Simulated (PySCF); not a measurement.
This PySCF input asks for the NMR shieldings of `FB(CB(B(C)C)N)F`, C$_{3}$H$_{10}$B$_{3}$F$_{2}$N; the geometry comes from GFN2-xTB.

```python
import basis_set_exchange as bse
import numpy as np
from pyscf import gto, dft
from pyscf.prop import nmr

atoms = """
C    -2.203156   -1.000314   -0.479302
B    -1.065717    0.005674   -0.028740
C    -1.368048    1.553464   -0.142948
B     0.433700   -0.504785    0.476073
N     0.788405   -0.828091    1.775599
C     1.640466   -0.597570   -0.614732
B     2.464180    0.713120   -0.493601
F     2.220793    1.809423   -1.198265
F     3.438745    0.879771    0.393581
H    -3.012442   -0.539344   -1.041580
H    -1.818834   -1.836396   -1.060419
H    -2.648592   -1.441383    0.413351
H    -0.923015    2.145189    0.654580
H    -2.424093    1.807161   -0.209568
H    -0.899049    1.902732   -1.064310
H     1.727262   -1.070644    2.051333
H     0.153718   -0.804532    2.555827
H     1.232533   -0.718679   -1.614719
H     2.253341   -1.465546   -0.379623
"""
names = dict.fromkeys(["C", "B", "N", "F", "H"], "pcSseg-1")
basis = {el: gto.basis.parse(bse.get_basis(n, elements=[el], fmt="nwchem")) for el, n in names.items()}
mol = gto.M(atom=atoms, basis=basis, charge=0, verbose=0)
mf = dft.RKS(mol, xc="PBE0")
mf.grids.level = 2
mf.grids.alignment = dft.numint.BLKSIZE   # the property module wants whole blocks of grid points
mf.conv_tol = 1e-9
mf.kernel()

calc = nmr.RKS(mf)   # GIAO
C = mf.mo_coeff
Co = C[:, mf.mo_occ > 0]
resp = mf.gen_response(singlet=True, hermi=2)
def vind(x):   # induced exchange potential for any number of trial vectors
    d = np.einsum("pi,xij,qj->xpq", C, 2 * x.reshape(-1, C.shape[1], Co.shape[1]), Co, optimize=True)
    return np.einsum("xpq,pi,qj->xij", resp(d - d.transpose(0, 2, 1)), C, Co, optimize=True).ravel()
mo1, _ = nmr.rhf.solve_mo1(calc, with_cphf=vind)
sigma = calc.kernel(mo1)
for i, s in enumerate(sigma):   # ppm
    print("%2d %-2s %9.2f" % (i, mol.atom_pure_symbol(i), np.trace(s) / 3))
```

Q: Give the expected output.

A: 
```
 0 C     168.37
 1 B      -0.46
 2 C     166.29
 3 B      51.24
 4 N     154.37
 5 C     174.11
 6 B      71.99
 7 F     240.49
 8 F     245.00
 9 H      30.48
10 H      30.23
11 H      30.95
12 H      30.34
13 H      30.45
14 H      30.66
15 H      27.43
16 H      27.88
17 H      30.87
18 H      31.09
```

These numbers come from an equivalent density-fitted implementation of the same equations, which agrees with the script to about 0.01 ppm for H and up to a few tenths of a ppm for heavy atoms, so last digits may differ.

Size and cost of the density-fitted run: 203 basis functions, 38 s wall time on 1 thread of an Arm Neoverse V1, shared host; peak memory 0.9 GiB.
